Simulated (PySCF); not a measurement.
MoF6, SMILES [F][Mo]([F])([F])([F])([F])[F], multiplicity 1.

Coordinates come from a B3LYP-D3(BJ)/def2-SVP optimisation. The multiplicity is an assumed one; no other spin state was optimised. The isomer is the one that the SMILES or the coordinates give; other isomers of the formula were not compared. The def2 effective core potentials stand for the cores of Mo; spin–orbit coupling is left out.

Level of theory: B3LYP/def2-TZVP run with PySCF.

Isolated molecule, no solvent.

Estimate the frontier levels, gap, dipole moment and polarisability. (The exact figures need the calculation; the answer reports its results.)


```yaml
highest_occupied_level: -12.50 eV
lowest_empty_level: -6.06 eV
orbital_gap: 6.44 eV
dipole_moment: 0.00 D
quadrupole, principal values (traceless, Buckingham form, about the centre of nuclear charge): 0.00, 0.00, 0.00 D·Å
mean_static_polarisability: 45.7 bohr³ (6.77 Å³)
polarisability_principal_values: 45.7, 45.7, 45.7 bohr³
```
